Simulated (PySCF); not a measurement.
Match the calculated data to a structure.

All candidates are C3H9FOSi2.

- Dipole: 2.19 D [PBE0/def2-SVPD]
- 13C NMR: chemical shifts (computed TMS as zero) by class: 91.0 (1 C), 29.2 (1 C), 11.1 (1 C) ppm [GIAO PBE0/pcSseg-1]
- Triplet: lowest triplet excitation (Tamm–Dancoff): 6.67 eV [TDA PBE0/def2-SVPD]
- Rotational structure: rotational constants A, B, C: 3.489, 1.178, 0.928 GHz [GFN2-xTB]
- NMR, other nuclei: isotropic shieldings of nuclei other than C and H, by class: 300 (1 O), 401 (1 F), 347 (1 Si), 352 (1 Si) ppm [GIAO PBE0/pcSseg-1]
- UV, first state: lowest singlet excitation: 6.95 eV (178 nm, f = 0.007) [TDDFT PBE0/def2-SVPD]
- UV, strongest line: among the 8 lowest singlet transitions: S6 at 7.79 eV (159 nm, f = 0.026) [TDDFT PBE0/def2-SVPD]
- Polarisability: 85.6 au [PBE0/def2-SVPD]
- 1H NMR: chemical shifts (computed TMS as zero) by class: 5.25 (1 H), 5.23 (1 H), 5.22 (1 H), 5.13 (1 H), 4.98 (1 H), 4.63 (1 H), 1.97 (1 H), 0.95 (1 H), 0.52 (1 H) ppm [GIAO PBE0/pcSseg-1]

Electronic properties: PySCF, gas phase, density fitting. Levels stand in brackets. One conformer (not necessarily the lowest) at the GFN2-xTB geometry, without solvent, vibrations or thermal averaging. Each NMR value is the plain mean over a class of atoms that symmetry, rotation or inversion makes alike.

Question: Which candidate is it?
A. `CO/C([SiH3])=C\[SiH2]F`
B. `FC[C@@H]1C[SiH2]O[SiH2]1`
C. `F/C=C/O[SiH2]C[SiH3]`
D. `CO[C@@H]1[SiH2]C[Si@@H]1F`
E. `C[SiH2][SiH2][C@@H](F)C=O`

Answer: B. It is `FC[C@@H]1C[SiH2]O[SiH2]1`. Numbering: `[F:1][CH2:2][C@@H:3]1[CH2:4][SiH2:5][O:6][SiH2:7]1`. Its formula, C3H9FOSi2, gives 1 degree of unsaturation: 1 ring and 0 π bonds in the structure found. 3 carbons fall into 3 classes; from least to most shielded: sp3 C–F carbon [C2] (91.0 ppm), ring sp3 carbon bound to silicon [C3] (29.2 ppm), ring sp3 carbon bound to silicon [C4] (11.1 ppm). Hydrogen classes from least to most shielded: 1 H on an oxygen-bound silicon, Si5 (5.25 ppm), 1 H on an oxygen-bound silicon, Si7 (5.23 ppm), 1 H on an sp3 C–F carbon, C2 (5.22 ppm), 1 H on an oxygen-bound silicon, Si5 (5.13 ppm), 1 H on an oxygen-bound silicon, Si7 (4.98 ppm), 1 H on an sp3 C–F carbon, C2 (4.63 ppm), 1 H on an sp3 carbon bound to silicon, C3 (1.97 ppm), 1 H on an sp3 carbon bound to silicon, C4 (0.95 ppm), 1 H on an sp3 carbon bound to silicon, C4 (0.52 ppm). The other shieldings belong to: 300 ppm, siloxane oxygen [O6]; 401 ppm, alkyl fluorine [F1]; 347 ppm, oxygen-bound silicon [Si7]; 352 ppm, oxygen-bound silicon [Si5]. The optimised geometry has point group C1 and is an asymmetric top.

The others, at the same levels:
- `CO/C([SiH3])=C\[SiH2]F` fails: its computed 13C shifts are 182.5 (1 C), 105.4 (1 C), 54.6 (1 C) ppm, 1H shifts are 5.75 (2 H), 5.11 (1 H), 4.08 (3 H), 3.74 (3 H) ppm and rotational constant A is 2.687 GHz (against 3.489 GHz).
- `F/C=C/O[SiH2]C[SiH3]` fails: its computed 13C shifts are 147.7 (1 C), 141.9 (1 C), -7.9 (1 C) ppm, 1H shifts are 7.15 (1 H), 6.99 (1 H), 5.15 (2 H), 4.07 (3 H), 0.02 (2 H) ppm and lowest singlet excitation is 5.90 eV (210 nm, f = 0.003) (against 6.95 eV).
- `C[SiH2][SiH2][C@@H](F)C=O` fails: its computed 13C shifts are 216.1 (1 C), 97.9 (1 C), -6.6 (1 C) ppm, 1H shifts are 10.49 (1 H), 5.60 (1 H), 4.28 (1 H), 4.26 (1 H), 4.10 (1 H), 4.07 (1 H), 0.02 (3 H) ppm and rotational constant A is 3.068 GHz (against 3.489 GHz).
- `CO[C@@H]1[SiH2]C[Si@@H]1F` fails: its computed 13C shifts are 79.9 (1 C), 65.1 (1 C), 1.1 (1 C) ppm, 1H shifts are 5.99 (1 H), 4.81 (1 H), 4.81 (1 H), 3.88 (1 H), 3.46 (3 H), 0.85 (1 H), 0.44 (1 H) ppm and rotational constant A is 2.127 GHz (against 3.489 GHz).

Each candidate is one conformer, not necessarily the lowest. Dipoles, sizes and rotational constants follow the conformer. The torsions of the flexible species, by atom-mapped SMILES:
- `[CH3:1][O:2]/[C:3]([SiH3:4])=[CH:5]\[SiH2:6][F:7]`: C1–O2–C3–Si4 179°, C3–C5–Si6–F7 178°
- `[F:1]/[CH:2]=[CH:3]/[O:4][SiH2:5][CH2:6][SiH3:7]`: C2–C3–O4–Si5 5°, C3–O4–Si5–C6 59°, O4–Si5–C6–Si7 40°
- `[CH3:1][SiH2:2][SiH2:3][C@@H:4]([F:5])[CH:6]=[O:7]`: C1–Si2–Si3–C4 -158°, Si2–Si3–C4–F5 -174°, Si3–C4–C6–O7 56°
- `[CH3:1][O:2][C@@H:3]1[SiH2:4][CH2:5][Si@@H:6]1[F:7]`: C1–O2–C3–Si4 176°

The conformers of `FC[C@@H]1C[SiH2]O[SiH2]1` aren't listed.
